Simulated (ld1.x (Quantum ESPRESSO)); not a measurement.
# Before and after: TM potential for arsenic (As)

- Element: arsenic
- Generator: ld1.x (Quantum ESPRESSO) 7.5
- Type: norm-conserving Troullier–Martins (Kleinman–Bylander form)
- Functional: revPBE
- Relativity: scalar-relativistic
- Frozen core: [Ar] 3d10
- Valence charge: 5
- Reference configuration: 4s2 4p1.5 (charge +1.5)
- Partial waves: 4p (bound): rc 1.65 bohr; 4s (bound): rc 1.30 bohr
- Local potential: the s channel
- Core correction: a·sin(br)/r model core inside 1.05 bohr

All-electron outer shells of the reference configuration (revPBE, scalar-relativistic, ld1.x):

```
shell  level (eV)  outermost node (bohr)  outermost maximum (bohr)
   4s      -28.20                   0.73                      1.59
   4p      -17.82                   0.77                      1.87
```

Change: all radii but the core radius scaled by about 0.97 (s 1.26, p 1.60 bohr).

Cutoffs: the cutoffs (Ry, on a coarse ladder) from which the occupation-weighted sum of valence levels, in a spherical-Bessel basis at the reference potential, stays within 10 and 1 mRy of its value at 400 Ry; they do not see the model core or the augmentation charge, which bear on the density cutoff. Errors are all-electron minus pseudo energies relative to the spin-unpolarised reference configuration.

Question: Predict the effect on cutoff, ghosts and configuration errors.

Answer: The potential gets harder (45 Ry and 110 Ry → 55 Ry and 140 Ry); both files keep a bound ghost (p); of the 7 tests that both files solve, the error grows in 1 and shrinks in 0 by more than 15 % and 0.3 meV (median size 10.6 → 12.4 meV). A smaller radius makes the pseudo-wave follow the all-electron one further in, where it bends more sharply, so more plane waves are needed.

| quantity | base | changed |
| --- | --- | --- |
| cutoff, loose | 45 Ry | 55 Ry |
| cutoff, tight | 110 Ry | 140 Ry |
| loose cutoff by channel (10 mRy a level) | p 15 Ry, s 40 Ry | p 15 Ry, s 45 Ry |
| bound ghosts | p | p |
| error for 4s2 4p3, meV [ΔE -16.87 eV] | -8.5 | -9.9 |
| error for 4s2 4p2, meV [ΔE -7.76 eV] | -0.9 | -1.1 |
| error for 4s2 4p1, meV [ΔE 10.09 eV] | -4.4 | -4.5 |
| error for 4s2 4p3.3, meV [ΔE -18.09 eV] | -11 | -12 |
| error for 4s1 4p0, meV [ΔE 88.13 eV] | -254 | -252 |
| error for 4s2 4p0, meV [ΔE 37.69 eV] | -43 | -42 |
| error for 4s0 4p5, meV [ΔE 2.12 eV] | -29 | -30 |

 A true bound ghost makes a file unfit for plane-wave use even where its test errors are small: the radial tests pick states by their node count and pass the ghost by.
